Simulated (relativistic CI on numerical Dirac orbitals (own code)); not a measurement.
## In XV: sensitivity of the levels to the model

Base calculation: Dirac-Coulomb-Breit CI, orbitals from a KLI potential per configuration, a model potential for QED, unscaled Slater integrals.

CI space (outside the closed core [Ar] 3d10): 4s²4p⁵, 4s4p⁶, 4s²4p⁴4d, 4s4p⁵4d, 4s²4p⁴4f, 4s4p⁵4f, 4p⁶4d, 4s4p⁴4d², 4s²4p⁴5s, 4s²4p³4d4f, 4s²4p⁴5p, 4p⁶4f, 4p⁶5s, 4s4p⁵5s, 4s²4p⁴5d, 4s4p⁴4d5s, 4s4p⁵5p, 4s²4p³4f5s, 4p⁵4d4f, 4s²4p⁴5f, 4s²4p⁴6s, 4s²4p⁴5g, 4s²4p⁴6p, 4s4p⁵5d, 4s4p⁴4f², 4s²4p⁴6d, 4s4p⁴5s², 4s²4p³4d², 4s²4p²4d³, 4s4p³4d³, 4s²4p²4d²4f, 4s4p³4d²4f, 4s²4p²4d²5s, 4p⁵4d², 4p⁴4d³, 4p⁴4d²4f, 4p⁴4d²5s, 4s²4p³5s², 4s²4p²4d5s², 4s4p³4d5s², 4s²4p²4f5s², 4s4p³4f5s², 4p⁵4d5s, 4p⁴4d4f5s, 4p⁴4d5s². Double excitations out of closed p, d and f shells are left out; levels of such configurations are missing from the list, as are those of other unlisted configurations, and high levels can miss mixing partners. These lack a partner that the ground configuration has and come out too high: 4s²4p⁴5p, 4s4p⁵5s, 4s²4p⁴5d, 4s4p⁵5p, 4s²4p⁴5f.

Variants: (1) Breit term removed; (2) configuration mixing switched off. Shifts of the energy above 4s²4p⁵ ²P°3/2, in cm⁻¹, for the lowest level and the first level of each name with at least 55 % of one term (blank where a level changes its place among those of its configuration and J or its character, or is not in the variant):

| Level | Base | Δ(1) | Δ(2) |
| --- | --- | --- | --- |
| 4s²4p⁵ ²P°3/2 | 0 | 0 | 0 |
| 4s²4p⁵ ²P°1/2 | 68265 | +981 | +1057 |
| 4s4p⁶ ²S1/2 | 390305 | +317 | +69348 |
| 4s²4p⁴4d ⁴D5/2 | 504006 | +1086 | +1542 |
| 4s²4p⁴4d ⁴D3/2 | 504410 | +919 | +1919 |
| 4s²4p⁴4d ⁴D7/2 | 510079 | +1357 | +1376 |
| 4s²4p⁴4d ⁴F9/2 | 529748 | +1379 | +1543 |
| 4s²4p⁴4d ⁴F5/2 | 566665 | +1580 | +2954 |
| 4s²4p⁴4d ²G7/2 | 601561 | +1945 | +4743 |
| 4s²4p⁴4d ²F5/2 | 609056 | +2183 | +5307 |
| 4s²4p⁴4d ²G9/2 | 610465 | +2375 | +3798 |
| 4s²4p⁴4d ²S1/2 | 686870 | +1608 | -36257 |
| 4s²4p⁴4d ²P1/2 | 732667 | +2244 | +13987 |
| 4s4p⁵4d ⁴P°1/2 | 884242 | +1058 | +28955 |
| 4s4p⁵4d ⁴P°3/2 | 892518 | +1245 | +29750 |
| 4s4p⁵4d ⁴P°5/2 | 907703 | +1457 | +30214 |
| 4s4p⁵4d ⁴F°9/2 | 913075 | +1541 | +26950 |
| 4s4p⁵4d ⁴F°7/2 | 914915 | +1278 | +28063 |
| 4s4p⁵4d ⁴F°5/2 | 924906 | +1367 | +30307 |
| 4s4p⁵4d ⁴F°3/2 | 935188 | +1343 | +30353 |
| 4s4p⁵4d ⁴D°1/2 | 953566 | +1245 | +35082 |
| 4s4p⁵4d ²P°1/2 | 994714 | +1611 | +40634 |

At this charge energies of transitions that change n are usually good to better than 1 %, and those within a shell (Δn = 0) to a few per cent.

Ionisation energy from the two ground configurations alone: base 367.292 eV; Breit term removed 367.481 eV. The NIST ASD value (theoretical) is 368 eV.

LS names give the leading component of a level, which can be under half, so a name can repeat, a term be missing and a line seem to break the LS rules.
